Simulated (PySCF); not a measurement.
C7H15NSi2.
Numbering: `[SiH3:1][N:2]([SiH3:3])[C@@H:4]1[CH2:5][C@@H:6]2[CH:7]=[CH:8][C@H:9]1[CH2:10]2` (hydrogens: H11, H12, H13 on Si1; H14, H15, H16 on Si3; H17 on C4; H18, H19 on C5; H20 on C6; H21 on C7; H22 on C8; H23 on C9; H24, H25 on C10)

Method: PySCF, PBE0-D3(BJ)/def2-SVP geometry optimisation, gas phase.

(1) Give the optimised bond lengths and angles.

## Answers

(1) 
```
                    bond  length (pm)   order
          Si1–N2, N2–Si3        175.0  single
                   N2–C4        146.4  single
                   C4–C5        155.2  single
                   C5–C6        155.4  single
                   C6–C7        151.4  single
                   C7=C8        134.1  double
                   C8–C9        151.1  single
                  C9–C10        153.2  single
                   C4–C9        156.6  single
                  C6–C10        153.6  single
Si1–H11 and 5 like bonds        149.6  single
                  C4–H17        110.5  single
                  C5–H18        110.0  single
                  C5–H19        110.1  single
                  C6–H20        109.8  single
                  C7–H21        109.2  single
                  C8–H22        109.1  single
                  C9–H23        109.9  single
                 C10–H24        110.2  single
                 C10–H25        110.0  single
```

Bonds in one row agree within 1 pm and their mean is given. Orders are formal, as drawn. A selection of angles:
```
     angle  degrees
Si1–N2–Si3    121.3
 Si1–N2–C4    115.2
 Si3–N2–C4    123.3
  N2–C4–C5    116.2
  N2–C4–C9    114.4
  C5–C4–C9    102.2
  C4–C5–C6    103.2
  C5–C6–C7    105.7
 C5–C6–C10    100.5
 C7–C6–C10    100.5
  C6–C7–C8    107.4
  C7–C8–C9    107.1
 C8–C9–C10    100.9
  C4–C9–C8    106.4
 C4–C9–C10    100.1
 C6–C10–C9     93.7
```

Dihedral angles: Si1–N2–C4–C5 -177° (antiperiplanar); N2–C4–C5–C6 -126° (anticlinal); C4–C5–C6–C7 68° (synclinal); C5–C6–C7–C8 -71° (synclinal); C6–C7–C8–C9 0° (synperiplanar); C7–C8–C9–C10 -33° (synclinal); C8–C9–C10–C6 50° (synclinal); N2–C4–C9–C8 60° (synclinal); C5–C6–C10–C9 58° (synclinal).

The 5-membered ring C4–C5–C6–C10–C9 has internal angles of 93.7° to 103.2°; it is puckered, 0.28 Å rms from its mean plane, widest ring torsion 59°. Si1 (SiH3 silicon) is distorted tetrahedral (angles from 107.3° to 113.4°). The 5-membered ring C6–C7–C8–C9–C10 has internal angles of 93.7° to 107.4° (sum 510°, against 540° for a flat polygon); it is puckered, 0.24 Å rms from its mean plane, widest ring torsion 50°. Of the pairs four or more bonds apart, Si3···H19 is among the closest relative to their van der Waals radii: 2.53 Å, 77 % of the sum of Bondi's values. N2 (nitrogen bridging silicon atoms) is planar (angles 123.3°, 121.3° and 115.2°, sum 359.9°, 0.03 Å off the plane of its three neighbours). The 8 C–C bonds span 1.341 Å (C7=C8, drawn double) to 1.566 Å (C4–C9, drawn single), a spread of 0.225 Å.

Point group: C1 (no symmetry element, even within 0.4 Å). Whether it is a minimum is left open (no frequencies). The numbers are those of one conformer.
